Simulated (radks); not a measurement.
Excited configurations of Mg3+: one electron is placed in a higher orbital outside [He] 2s2 2p4. The ground configuration is [He] 2s2 2p5. All-electron calculation, Dirac Kohn-Sham, LDA (Slater exchange, Perdew-Wang correlation), spin-unpolarised, spherical densities, finite nucleus; open shells fill j = l - 1/2 first; Fermi nuclear charge, rms radius 3.057 fm. Program: a radial shooting solver on a logarithmic mesh with Libxc functionals. Excitation = E - E(ground); binding = E(ion) - E, where the ion is the core of charge +4; n* = 4/sqrt(2 binding) in atomic units, and the quantum defect is n - n*.

outer orbital  excitation (eV)  binding (eV)     n*  quantum defect  eigenvalue (eV)  <r> (bohr)
3p1/2                   77.653        34.543  2.510           0.490          -29.996       2.159
3d3/2                   86.646        25.550  2.919           0.081          -21.393       2.388
5p1/2                   101.29        10.905  4.468           0.532           -9.733       7.354
6s1/2                   104.23         7.965  5.228           0.772           -7.170       10.42
6f5/2                   105.97         6.225  5.913           0.087           -5.534       11.82
7p1/2                   106.89         5.308  6.404           0.596           -4.791       15.46

The Delta-SCF ionisation energy is 112.20 eV (NIST Atomic Spectra Database: 109.27 eV, semi-empirical). Self-interaction in the functional shifts the binding energies and quantum defects, so they are the method's values and not measured ones. Spin polarisation and multiplet splitting are left out, so open shells lie too high by an amount that depends on their filling.

Beside tabulated values, note that spin-unpolarised runs miss the spin-polarisation part of the exchange energy of open shells.
